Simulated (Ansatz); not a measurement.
Geometry optimisation, RKS PBE-D4/def2-SVP in Ansatz.

The input (input.yaml):

```yaml
crystal:
  periodic: [false, false, false]
  atoms:
    - { symbol: Sn, position_ang: [0.0, 0.0, 0.0] }
    - { symbol: C, position_ang: [0.0, 0.0, 2.15] }
    - { symbol: H, position_ang: [-0.9996, -0.3092, 2.5205] }
    - { symbol: H, position_ang: [0.7676, -0.7111, 2.5205] }
    - { symbol: H, position_ang: [0.232, 1.0203, 2.5205] }
    - { symbol: C, position_ang: [2.0274, 0.0, -0.716] }
    - { symbol: H, position_ang: [2.3751, -1.0463, -0.8441] }
    - { symbol: H, position_ang: [2.076, 0.5276, -1.6913] }
    - { symbol: H, position_ang: [2.6794, 0.5187, 0.0175] }
    - { symbol: Cl, position_ang: [-1.1351, 1.9666, -0.8025] }
    - { symbol: Cl, position_ang: [-1.1351, -1.9666, -0.8025] }
basis:
  gaussian: { orbitals: def2-SVP }
hamiltonian:
  xc: pbe
  dispersion: d4
relax:
  f_tol: 0.02
  max_steps: 40
output:
  orbitals: {}
```

Launched with:

```bash
$ ansatz run input.yaml --threads 2 --pin off --max-ram 3072MiB --backend cpu --events-out ev --progress --plain --runs-dir out
```

Task: Where does it end, and by what steps?

Result: The forces met the threshold. After 5 steps the energy has fallen by 0.069 eV; H9 moved furthest, 0.24 Å.

```json
{"step": "0", "energy less start (eV)": "0.0000", "largest force component (eV/Å)": "0.419", "accepted": "yes"}
{"step": "1", "energy less start (eV)": "-0.0134", "largest force component (eV/Å)": "0.329", "accepted": "yes"}
{"step": "2", "energy less start (eV)": "-0.0626", "largest force component (eV/Å)": "0.084", "accepted": "yes"}
{"step": "3", "energy less start (eV)": "-0.0666", "largest force component (eV/Å)": "0.072", "accepted": "yes"}
{"step": "4", "energy less start (eV)": "-0.0691", "largest force component (eV/Å)": "0.030", "accepted": "yes"}
{"step": "5", "energy less start (eV)": "-0.0693", "largest force component (eV/Å)": "0.014", "accepted": "yes"}
```

```xyz
11
Properties=species:S:1:pos:R:3
Sn 0.137 0.000 0.097
C -0.089 -0.004 2.240
H -1.131 -0.290 2.475
H 0.613 -0.735 2.683
H 0.122 1.011 2.626
C 2.084 0.004 -0.829
H 2.412 -1.043 -0.970
H 1.993 0.508 -1.808
H 2.801 0.548 -0.186
Cl -1.030 1.905 -0.723
Cl -1.025 -1.904 -0.732
```

The run took 16 s on 2 threads of Arm Neoverse V2, with other jobs on the host, peak memory 0.17 GiB.
